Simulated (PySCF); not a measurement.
# Sn⁺ (tin, charge +1): TPSS calculation

Configuration: [Kr] 4d10 5s2 5p1, 2P determinant. Computed with PySCF 2.14 in x2c-TZVPall, with scalar relativity by spin-free X2C-1e.

```
Total energy                                                  : -6175.93 hartree
One-electron energy                                           : -8474.98 hartree
Hartree (Coulomb) energy                                      : 2465.20 hartree
Exchange-correlation energy                                   : -166.15 hartree
⟨S²⟩                                                          : 0.7519
⟨L²⟩                                                          : 2.007
Sum of ⟨r⟩                                                    : 32.27 bohr
Sum of ⟨r²⟩                                                   : 45.44 bohr²
Traceless quadrupole moment −½Σ⟨3z² − r²⟩ along its main axis : -3.88 e·bohr²
Langevin diamagnetic susceptibility                           : -36.0 ×10⁻⁶ cm³/mol
Time after the integrals                                      : 2 s of wall time on 1 thread of Neoverse-V1 (shared host)
```

```
shell  electrons  mean orbital energy (hartree)  spread (hartree)  rms radius, mean of both spins (bohr)
 1s α          1                    -1065.66988                 0                                 0.0333
 1s β          1                    -1065.66914                 0                                 0.0333
 2s α          1                     -161.18584                 0                                  0.136
 2s β          1                     -161.18580                 0                                  0.136
 2p α          3                     -144.75206           0.00184                                  0.121
 2p β          3                     -144.75165           0.00272                                  0.121
 3s α          1                      -31.42939                 0                                  0.362
 3s β          1                      -31.42892                 0                                  0.362
 3p α          3                      -26.03312           0.00566                                  0.363
 3p β          3                      -26.03254           0.00680                                  0.363
 3d α          5                      -17.69383           0.00501                                  0.343
 3d β          5                      -17.69329           0.00613                                  0.343
 4s α          1                       -5.24702                 0                                  0.872
 4s β          1                       -5.24554                 0                                  0.872
 4p α          3                       -3.61711           0.01410                                  0.947
 4p β          3                       -3.61554           0.01727                                  0.947
 4d α          5                       -1.24830           0.01546                                   1.20
 4d β          5                       -1.24443           0.02104                                   1.20
 5s α          1                       -0.66445                 0                                   2.46
 5s β          1                       -0.63459                 0                                   2.46
 5p α          1                       -0.39276                 0                                   3.13
```

Densities and radii are taken from the X2C orbitals without a picture-change correction, which distorts them close to the nucleus.
